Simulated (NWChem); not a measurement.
System: C₂H₅FOSi; SMILES O(C=C)[SiH2]F

```xyz
10

C      0.3769     2.6718     0.1236
C      0.0538     1.4836    -0.3778
O     -0.3533     0.4374     0.4148
Si    -0.4876    -1.1402    -0.0664
F      0.9237    -1.9028     0.0635
H      0.3505     2.8637     1.1911
H      0.6737     3.4751    -0.5407
H      0.0713     1.2745    -1.4481
H     -1.4478    -1.7736     0.8563
H     -0.8932    -1.1828    -1.4928
```
Atoms are numbered in this order, from 1.

Results from NWChem. Medium grid unless said otherwise, to which SCAN and Minnesota functionals are sensitive. Structure relaxed at the B3LYP/6-31G* (spherical d) level.

### Question
Order these by “orbital gap (eV)”, lowest first: LDA (Slater exchange, VWN5)/def2-TZVP; PBE0/def2-TZVP; M06-2X/def2-TZVP; B3LYP/def2-TZVP.

### Answer
LDA (Slater exchange, VWN5)/def2-TZVP (5.24), B3LYP/def2-TZVP (7.01), PBE0/def2-TZVP (7.50), M06-2X/def2-TZVP (9.64)
